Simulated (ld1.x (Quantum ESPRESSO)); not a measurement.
Scattering properties, ultrasoft potential for sulfur

```
Element                 : sulfur
Generator               : ld1.x (Quantum ESPRESSO) 7.5
Type                    : ultrasoft
Functional              : PBEsol
Relativity              : scalar-relativistic
Frozen core             : [Ne]
Valence charge          : 6
Reference configuration : 3s2 3p3 (charge +1)
Partial waves           : 3s (bound): rcut 1.25, rcutus 1.40 bohr; 3s channel at -0.35 Ry: rcut 1.25, rcutus 1.40 bohr; 3p (bound): rcut 1.35, rcutus 1.85 bohr; 3p channel at -0.2 Ry: rcut 1.35, rcutus 1.85 bohr; 3d channel at 0.35 Ry: rcut 1.05, rcutus 1.40 bohr; 3d channel at 1.1 Ry: rcut 1.05, rcutus 1.40 bohr
Local potential         : all-electron potential smoothed inside 1.20 bohr (lloc = -1)
Core correction         : a·sin(br)/r model core inside 0.65 bohr
Augmentation charge     : built from norm-conserving waves at rcut, not smoothed further
```

The phase is arctan(r·u′/u) with u = r·R(r), unwrapped; energies in Ry, scanned from -4 to 5 Ry. A pole is an energy at which the radial function vanishes at the test radius. The pseudo phase is shifted by a multiple of π to meet the all-electron one at the reference energy, and phase errors are pseudo minus all-electron; the curves can meet again beyond the range given. Levels narrower than the energy grid can be missing from the lists of poles.

Task: For each channel, where are the poles, and over which energies does the pseudopotential scatter like the atom?

Result:

```
channel  radius (bohr)  reference energy (Ry)  poles, all-electron  poles, pseudo  unbroken range about the reference energy with phases within 0.05 rad  phase error 1 Ry above the reference energy (rad)
      s           2.01                  -2.03                -0.38          -0.38                                                              below 4.3                                             -0.000
      p           2.01                  -1.23                 0.79           0.79                                                        the whole range                                             -0.000
      d           2.01                   0.35                 2.09           2.09                                                        the whole range                                             -0.000
```

Phases in the d channel:

```json
{"E (Ry)": "-4.00", "all-electron": "1.300", "pseudo": "1.300"}
{"E (Ry)": "-3.52", "all-electron": "1.279", "pseudo": "1.279"}
{"E (Ry)": "-3.04", "all-electron": "1.252", "pseudo": "1.252"}
{"E (Ry)": "-2.56", "all-electron": "1.216", "pseudo": "1.216"}
{"E (Ry)": "-2.08", "all-electron": "1.165", "pseudo": "1.165"}
{"E (Ry)": "-1.60", "all-electron": "1.088", "pseudo": "1.088"}
{"E (Ry)": "-1.12", "all-electron": "0.957", "pseudo": "0.957"}
{"E (Ry)": "-0.64", "all-electron": "0.691", "pseudo": "0.691"}
{"E (Ry)": "-0.16", "all-electron": "0.068", "pseudo": "0.068"}
{"E (Ry)": "0.32", "all-electron": "-0.779", "pseudo": "-0.779"}
{"E (Ry)": "0.80", "all-electron": "-1.211", "pseudo": "-1.211"}
{"E (Ry)": "1.28", "all-electron": "-1.406", "pseudo": "-1.406"}
{"E (Ry)": "1.76", "all-electron": "-1.516", "pseudo": "-1.516"}
{"E (Ry)": "2.24", "all-electron": "-1.593", "pseudo": "-1.593"}
{"E (Ry)": "2.72", "all-electron": "-1.654", "pseudo": "-1.654"}
{"E (Ry)": "3.20", "all-electron": "-1.711", "pseudo": "-1.712"}
{"E (Ry)": "3.68", "all-electron": "-1.773", "pseudo": "-1.773"}
{"E (Ry)": "4.16", "all-electron": "-1.850", "pseudo": "-1.850"}
{"E (Ry)": "4.64", "all-electron": "-1.960", "pseudo": "-1.959"}
```
